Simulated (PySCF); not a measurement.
Al(H)(OH)(PH2) (AlH4OP), SMILES [OH][AlH][PH2].

Coordinates come from a PBE0-D3(BJ)/def2-TZVP optimisation. One conformer was computed; it need not be the lowest.

The numbers are results of C-PCM-B3LYP/def2-SVP (PySCF), not measurements.

The values are the electrostatic part of the solvation free energy, E(continuum) − E(gas) at the gas-phase geometry, in a cavity of scaled van der Waals radii (PySCF's table); cavitation and dispersion terms are not included. A continuum can't describe solvent molecules that bind to the metal. In vacuum the orbital gap is 6.05 eV. The dipole moment in vacuum is 1.75 D.

Computed values in water (ε = 78.36), acetone (ε = 20.49), acetonitrile (ε = 35.69):
```csv
solvent,ε,ΔG(elec) (kcal/mol),dipole (D),gap (eV)
water,78.36,-6.7,2.36,6.44
acetone,20.49,-6.4,2.33,6.42
acetonitrile,35.69,-6.6,2.35,6.43
```
